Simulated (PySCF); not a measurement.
Isomers of C5H14O2Si2.

All values: PBE0/pcSseg-1 (PySCF) at GFN2-xTB geometries, gas phase, one conformer each.

(1) Rank by the highest IAO charge on any atom, lowest value first.
A. `[CH3:1][CH2:2][O:3][C@@H:4]1[CH2:5][CH2:6][Si@H:7]([OH:8])[SiH2:9]1` with C1–C2–O3–C4 80°, C2–O3–C4–C5 -145°, C6–Si7–O8–H -55°, O3–C4–C5–C6 -60°, C4–C5–C6–Si7 -48°, C5–C6–Si7–O8 142°, C6–Si7–Si9–C4 6°
B. `[CH3:1][C:2](=[O:3])[CH2:4][O:5][CH2:6][Si@H:7]([CH3:8])[SiH3:9]` with C1–C2–C4–O5 40°, C2–C4–O5–C6 75°, C4–O5–C6–Si7 -178°, O5–C6–Si7–C8 -53°
C. `[CH3:1][CH2:2][O:3][Si@@H:4]1[CH2:5][C@H:6]([CH3:7])[SiH2:8][O:9]1` with C1–C2–O3–Si4 179°, C2–O3–Si4–C5 176°, O3–Si4–C5–C6 -145°, Si4–C5–C6–C7 160°, C5–C6–Si8–O9 -27°, C6–Si8–O9–Si4 9°
D. `[CH3:1][SiH2:2][O:3][C@@H:4]1[CH2:5][CH2:6][Si@H:7]([OH:8])[CH2:9]1` with C1–Si2–O3–C4 177°, Si2–O3–C4–C5 -86°, C6–Si7–O8–H -57°, O3–C4–C5–C6 -62°, C4–C5–C6–Si7 -27°, C5–C6–Si7–O8 116°, C6–Si7–C9–C4 29°
E. `[CH3:1][O:2][C@H:3]1[CH2:4][C@@H:5]([SiH2:6][O:7][SiH3:8])[CH2:9]1` with C1–O2–C3–C4 76°, C4–C5–Si6–O7 -178°, O2–C3–C4–C5 128°, C3–C4–C5–Si6 -133°, C4–C5–C9–C3 12°, O2–C3–C9–C5 -132°
F. `[CH3:1][CH2:2][O:3][Si@@H:4]1[CH2:5][CH2:6][Si@@H:7]([OH:8])[CH2:9]1` with C1–C2–O3–Si4 -174°, C2–O3–Si4–C5 179°, C6–Si7–O8–H -62°, O3–Si4–C5–C6 -154°, Si4–C5–C6–Si7 42°, C5–C6–Si7–O8 -146°, C6–Si7–C9–Si4 8°

(2) Rank by the lowest IAO charge on any atom, lowest value first.
A. `[CH3:1][CH2:2][O:3][Si@@H:4]1[CH2:5][CH2:6][Si@@H:7]([OH:8])[CH2:9]1` with C1–C2–O3–Si4 -174°, C2–O3–Si4–C5 179°, C6–Si7–O8–H -62°, O3–Si4–C5–C6 -154°, Si4–C5–C6–Si7 42°, C5–C6–Si7–O8 -146°, C6–Si7–C9–Si4 8°
B. `[CH3:1][CH2:2][O:3][C@@H:4]1[CH2:5][Si@@H:6]([OH:7])[CH2:8][SiH2:9]1` with C1–C2–O3–C4 -177°, C2–O3–C4–C5 -75°, C5–Si6–O7–H -61°, O3–C4–C5–Si6 -59°, C4–C5–Si6–O7 -149°, C5–Si6–C8–Si9 9°, Si6–C8–Si9–C4 15°
C. `[CH3:1][SiH2:2][O:3][C@@H:4]1[CH2:5][CH2:6][Si@H:7]([OH:8])[CH2:9]1` with C1–Si2–O3–C4 177°, Si2–O3–C4–C5 -86°, C6–Si7–O8–H -57°, O3–C4–C5–C6 -62°, C4–C5–C6–Si7 -27°, C5–C6–Si7–O8 116°, C6–Si7–C9–C4 29°
D. `[CH3:1][C:2](=[O:3])[CH2:4][O:5][CH2:6][Si@H:7]([CH3:8])[SiH3:9]` with C1–C2–C4–O5 40°, C2–C4–O5–C6 75°, C4–O5–C6–Si7 -178°, O5–C6–Si7–C8 -53°

(3) Rank by dipole moment, highest first.
A. `[CH3:1][CH2:2][O:3][C@@H:4]1[CH2:5][CH2:6][Si@H:7]([OH:8])[SiH2:9]1` with C1–C2–O3–C4 80°, C2–O3–C4–C5 -145°, C6–Si7–O8–H -55°, O3–C4–C5–C6 -60°, C4–C5–C6–Si7 -48°, C5–C6–Si7–O8 142°, C6–Si7–Si9–C4 6°
B. `[CH3:1][CH2:2][O:3][Si@@H:4]1[CH2:5][CH2:6][Si@@H:7]([OH:8])[CH2:9]1` with C1–C2–O3–Si4 -174°, C2–O3–Si4–C5 179°, C6–Si7–O8–H -62°, O3–Si4–C5–C6 -154°, Si4–C5–C6–Si7 42°, C5–C6–Si7–O8 -146°, C6–Si7–C9–Si4 8°
C. `[OH:1][Si@@H:2]1[CH2:3][CH2:4][C@H:5]([O:6][CH2:7][SiH3:8])[CH2:9]1` with H–O1–Si2–C3 62°, C4–C5–O6–C7 75°, C5–O6–C7–Si8 178°, O1–Si2–C3–C4 -118°, Si2–C3–C4–C5 29°, C3–C4–C5–O6 60°, C4–C5–C9–Si2 50°
D. `[CH3:1][SiH2:2][O:3][C@@H:4]1[CH2:5][CH2:6][Si@H:7]([OH:8])[CH2:9]1` with C1–Si2–O3–C4 177°, Si2–O3–C4–C5 -86°, C6–Si7–O8–H -57°, O3–C4–C5–C6 -62°, C4–C5–C6–Si7 -27°, C5–C6–Si7–O8 116°, C6–Si7–C9–C4 29°
E. `[CH3:1][O:2][C@H:3]1[CH2:4][C@@H:5]([SiH2:6][O:7][SiH3:8])[CH2:9]1` with C1–O2–C3–C4 76°, C4–C5–Si6–O7 -178°, O2–C3–C4–C5 128°, C3–C4–C5–Si6 -133°, C4–C5–C9–C3 12°, O2–C3–C9–C5 -132°
F. `[CH3:1][CH2:2][O:3][Si@@H:4]1[CH2:5][C@H:6]([CH3:7])[SiH2:8][O:9]1` with C1–C2–O3–Si4 179°, C2–O3–Si4–C5 176°, O3–Si4–C5–C6 -145°, Si4–C5–C6–C7 160°, C5–C6–Si8–O9 -27°, C6–Si8–O9–Si4 9°

## Answers

(1) B (+0.638 e), A (+0.882 e), E (+1.018 e), D (+1.131 e), F (+1.147 e), C (+1.308 e).

(2) A (-0.890 e), B (-0.850 e), C (-0.784 e), D (-0.700 e).

(3) C (2.86 D), A (2.24 D), D (2.03 D), E (1.40 D), F (0.64 D), B (0.40 D).

All values together:

| SMILES | μ (D) | HOMO (eV) | LUMO (eV) | lowest IAO charge (e) | highest IAO charge (e) | lowest Hirshfeld charge (e) | highest Hirshfeld charge (e) |
| --- | --- | --- | --- | --- | --- | --- | --- |
| C[SiH2]O[C@@H]1CC[Si@H](O)C1 | 2.03 | -7.60 | 0.66 | -0.784 (O) | +1.131 (Si) | -0.314 (O) | +0.416 (Si) |
| CCO[Si@@H]1C[C@H](C)[SiH2]O1 | 0.64 | -7.86 | 0.60 | -0.899 (O) | +1.308 (Si) | -0.323 (O) | +0.456 (Si) |
| CCO[C@@H]1CC[Si@H](O)[SiH2]1 | 2.24 | -6.71 | -0.22 | -0.782 (O) | +0.882 (Si) | -0.310 (O) | +0.336 (Si) |
| O[Si@@H]1CC[C@H](OC[SiH3])C1 | 2.86 | -7.56 | 0.57 | -0.783 (O) | +1.133 (Si) | -0.313 (O) | +0.415 (Si) |
| CCO[Si@@H]1CC[Si@@H](O)C1 | 0.40 | -7.62 | 0.72 | -0.890 (C) | +1.147 (Si) | -0.310 (O) | +0.418 (Si) |
| CO[C@H]1C[C@@H]([SiH2]O[SiH3])C1 | 1.40 | -7.13 | 0.28 | -0.890 (O) | +1.018 (Si) | -0.304 (O) | +0.403 (Si) |
| CCO[C@@H]1C[Si@@H](O)C[SiH2]1 | 2.32 | -7.32 | 0.81 | -0.850 (C) | +1.143 (Si) | -0.313 (O) | +0.410 (Si) |
| CC(=O)COC[Si@H](C)[SiH3] | 2.07 | -7.05 | -0.68 | -0.700 (C) | +0.638 (Si) | -0.238 (O) | +0.285 (Si) |

Conformers: `[CH3:1][SiH2:2][O:3][C@@H:4]1[CH2:5][CH2:6][Si@H:7]([OH:8])[CH2:9]1` with C1–Si2–O3–C4 177°, Si2–O3–C4–C5 -86°, C6–Si7–O8–H -57°, O3–C4–C5–C6 -62°, C4–C5–C6–Si7 -27°, C5–C6–Si7–O8 116°, C6–Si7–C9–C4 29°; `[CH3:1][CH2:2][O:3][Si@@H:4]1[CH2:5][C@H:6]([CH3:7])[SiH2:8][O:9]1` with C1–C2–O3–Si4 179°, C2–O3–Si4–C5 176°, O3–Si4–C5–C6 -145°, Si4–C5–C6–C7 160°, C5–C6–Si8–O9 -27°, C6–Si8–O9–Si4 9°; `[CH3:1][CH2:2][O:3][C@@H:4]1[CH2:5][CH2:6][Si@H:7]([OH:8])[SiH2:9]1` with C1–C2–O3–C4 80°, C2–O3–C4–C5 -145°, C6–Si7–O8–H -55°, O3–C4–C5–C6 -60°, C4–C5–C6–Si7 -48°, C5–C6–Si7–O8 142°, C6–Si7–Si9–C4 6°; `[OH:1][Si@@H:2]1[CH2:3][CH2:4][C@H:5]([O:6][CH2:7][SiH3:8])[CH2:9]1` with H–O1–Si2–C3 62°, C4–C5–O6–C7 75°, C5–O6–C7–Si8 178°, O1–Si2–C3–C4 -118°, Si2–C3–C4–C5 29°, C3–C4–C5–O6 60°, C4–C5–C9–Si2 50°; `[CH3:1][CH2:2][O:3][Si@@H:4]1[CH2:5][CH2:6][Si@@H:7]([OH:8])[CH2:9]1` with C1–C2–O3–Si4 -174°, C2–O3–Si4–C5 179°, C6–Si7–O8–H -62°, O3–Si4–C5–C6 -154°, Si4–C5–C6–Si7 42°, C5–C6–Si7–O8 -146°, C6–Si7–C9–Si4 8°; `[CH3:1][O:2][C@H:3]1[CH2:4][C@@H:5]([SiH2:6][O:7][SiH3:8])[CH2:9]1` with C1–O2–C3–C4 76°, C4–C5–Si6–O7 -178°, O2–C3–C4–C5 128°, C3–C4–C5–Si6 -133°, C4–C5–C9–C3 12°, O2–C3–C9–C5 -132°; `[CH3:1][CH2:2][O:3][C@@H:4]1[CH2:5][Si@@H:6]([OH:7])[CH2:8][SiH2:9]1` with C1–C2–O3–C4 -177°, C2–O3–C4–C5 -75°, C5–Si6–O7–H -61°, O3–C4–C5–Si6 -59°, C4–C5–Si6–O7 -149°, C5–Si6–C8–Si9 9°, Si6–C8–Si9–C4 15°; `[CH3:1][C:2](=[O:3])[CH2:4][O:5][CH2:6][Si@H:7]([CH3:8])[SiH3:9]` with C1–C2–C4–O5 40°, C2–C4–O5–C6 75°, C4–O5–C6–Si7 -178°, O5–C6–Si7–C8 -53°.
